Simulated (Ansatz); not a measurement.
`C[CH2][GeH]([F])[Cl]` + `[OH][Al]([SH])[SH]` → `C[O][Al]([SH])[SH]` + `[CH3][GeH]([F])[Cl]`  (substitution at a C–C bond)

Computed with Ansatz on PBE0-D4/def2-TZVP structures; ΔE is electronic, products minus reactants. CCSD(T)/CBS is the MP2 limit (def2-TZVPP, def2-QZVPP) plus CCSD(T) − MP2 in def2-TZVPP, frozen cores. DFT in def2-TZVPP. B3LYP here is the variant with VWN-RPA as its local correlation; programs differ in this. For Ge outer-core shells are correlated without core-valence functions, which leaves a few kJ/mol of doubt a bond. Scalar relativity is left out up to krypton. One conformer a species, not always the lowest.

`C[CH2][GeH]([F])[Cl]`:

Cartesian coordinates in Å:
```
C 1.353 -0.467 -0.358
C 0.236 0.564 -0.448
Ge -1.271 0.158 0.699
F -2.501 1.350 0.417
Cl -2.133 -1.720 0.118
H 2.177 -0.202 -1.023
H 1.002 -1.461 -0.644
H 1.760 -0.537 0.654
H 0.586 1.562 -0.169
H -0.162 0.636 -1.463
H -1.047 0.118 2.216
```

`[OH][Al]([SH])[SH]`:

Cartesian coordinates in Å:
```
O -1.190 -0.152 1.672
Al -0.261 -0.058 0.269
S -1.156 -0.924 -1.511
S 1.704 0.889 0.315
H -0.933 0.182 2.529
H -0.101 -0.614 -2.284
H 1.937 0.677 -0.990
```

`C[O][Al]([SH])[SH]`:

Cartesian coordinates in Å:
```
C -0.372 0.649 -1.742
O 0.439 0.325 -0.649
Al 0.200 -0.327 0.877
S -1.804 -0.878 1.527
S 1.921 -0.599 2.175
H -0.278 1.715 -1.973
H -0.056 0.081 -2.623
H -1.431 0.432 -1.560
H -1.367 -1.296 2.727
H 2.749 -0.101 1.238
```

`[CH3][GeH]([F])[Cl]`:

```xyz
8

C    -0.307   -0.145    1.023
Ge    0.389    0.098   -0.757
F     0.363    1.798   -1.103
Cl   -0.931   -0.803   -2.185
H    -0.352   -1.208    1.263
H     0.336    0.363    1.742
H    -1.311    0.277    1.073
H     1.813   -0.380   -1.057
```

| level | ΔE (kJ/mol) | difference from CCSD(T)/CBS |
| --- | --- | --- |
| PBE-D4 | 46.7 | -5.4 |
| PBE0-D4 | 47.3 | -4.8 |
| B3LYP-D4 | 41.9 | -10.2 |
| ωB97X-V | 43.6 | -8.5 |
| B2PLYP | 43.9 | -8.2 |
| PBE | 45.3 | -6.8 |
| PBE0 | 46.1 | -6.0 |
| B3LYP | 39.6 | -12.5 |
| HF/def2-TZVPP | 34.1 | -18.0 |
| MP2/def2-TZVPP | 53.6 | 1.5 |
| SCS-MP2/def2-TZVPP | 48.1 | -4.0 |
| CCSD/def2-TZVPP | 47.2 | -4.9 |
| CCSD(T)/def2-TZVPP | 48.3 | -3.8 |
| MP2/def2-QZVPP | 55.6 | 3.5 |
| SCS-MP2/def2-QZVPP | 50.1 | -2.0 |
| MP2/CBS(def2) | 57.4 | 5.3 |
| CCSD(T)/CBS | 52.1 | 0 |

Largest T1 diagnostic among the species: 0.012.

In def2-TZVPP, CCSD(T) changes the Hartree–Fock value by +14.2 kJ/mol (the triples alone add +1.2 kJ/mol) and MP2 by +19.5 kJ/mol.
